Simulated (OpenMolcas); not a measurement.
# Computed levels of O II

| Quantity | Value |
| --- | --- |
| Program | OpenMolcas 26.06 |
| Method | XMS-RASPT2, IPEA 0.25 Eh, imaginary shift 0.1 Eh (closed shells correlated: 1s) |
| Basis | ANO-RCC-VTZP [4s3p2d1f] |
| Scalar Hamiltonian | DKH2, point nucleus |
| Active space | 5 electrons in 9 orbitals (RAS2 2s 2p; RAS3 3d, at most 2 electrons) |
| State averaging | 2S+1 = 4 odd, 1 root; 2S+1 = 2 odd, 8 roots; 2S+1 = 4 even, 3 roots; 2S+1 = 2 even, 9 roots |
| Spin-orbit coupling | RASSI with atomic mean-field integrals over the reference wave functions, term energies averaged over their components |

Spin-free terms above the lowest, with the occupations of the reference:

| Configuration | Term | E (cm⁻¹) | Occupations |
| --- | --- | --- | --- |
| 2s² 2p³ | ⁴S° | 0.0 | 2s 1.99 2p 3.00 3d 0.02 |
| 2s² 2p³ | ²D° | 27570 | 2s 1.99 2p 3.00 3d 0.02 |
| 2s² 2p³ | ²P° | 41600 | 2s 1.93 2p 3.05 3d 0.02 |
| 2s 2p⁴ | ⁴P | 119960 | 2s 1.01 2p 3.96 3d 0.03 |
| 2s 2p⁴ | ²D | 167280 | 2s 1.02 2p 3.94 3d 0.04 |
| 2s 2p⁴ | ²S | 199430 | 2s 1.02 2p 3.95 3d 0.04 |
| 2s 2p⁴ | ²P | 216130 | 2s 1.01 2p 3.94 3d 0.05 |

With spin-orbit coupling, above the lowest level:

```
Configuration  Term    J  E (cm⁻¹)  Measured (cm⁻¹)      g  Term weight %
      2s² 2p³   ⁴S°  3/2       0.0              0.0  2.002            100
      2s² 2p³   ²D°  3/2     27570            26831  0.800            100
      2s² 2p³   ²D°  5/2     27570            26811  1.200            100
      2s² 2p³   ²P°  3/2     41600            40468  1.334            100
      2s² 2p³   ²P°  1/2     41610            40470  0.666            100
       2s 2p⁴    ⁴P  5/2    119870           119837  1.601            100
       2s 2p⁴    ⁴P  3/2    120020           120000  1.735            100
       2s 2p⁴    ⁴P  1/2    120110           120083  2.671            100
       2s 2p⁴    ²D  3/2    167280           165996  0.800            100
       2s 2p⁴    ²D  5/2    167290           165988  1.200            100
       2s 2p⁴    ²S  1/2    199430           195710  2.002            100
       2s 2p⁴    ²P  3/2    216070           212594  1.334            100
       2s 2p⁴    ²P  1/2    216240           212762  0.666            100
```

Against the 12 measured excited levels shown (NIST Handbook of Basic Atomic Spectroscopic Data) the mean absolute deviation is 1400 cm-1; the largest miss in energy is 2s 2p⁴ ²S_1/2: computed 199430, measured 195710 cm⁻¹ (+1.9 %), and the largest in proportion 2s² 2p³ ²D°_5/2 (+2.8 %).

CASPT2 does not keep the components of a term degenerate, so their means are used; among the terms shown or strongly mixed into the levels shown the widest spread is 380 cm-1 (2s 2p⁴ ²D). Active for correlation alone: 3d; no level in the range computed is led by a configuration that fills it, so any true level of that kind is missing. Measured partners are found by configuration, term and J. A level has none where our copy of the source lacks it or the pairing is in doubt (some pairs that miss far off the trend of their configuration count as doubtful), and it then counts in no deviation. Levels of configurations outside the active space are missing. The first state left out of the spin-orbit step lies near 340000 cm-1 above the lowest spin-free state of the reference (among the parities and spins computed), and the list stops at four fifths of that energy or lower.

The term weight is that of the spin-free term in the level, not the purity of its configuration. ° marks odd parity.
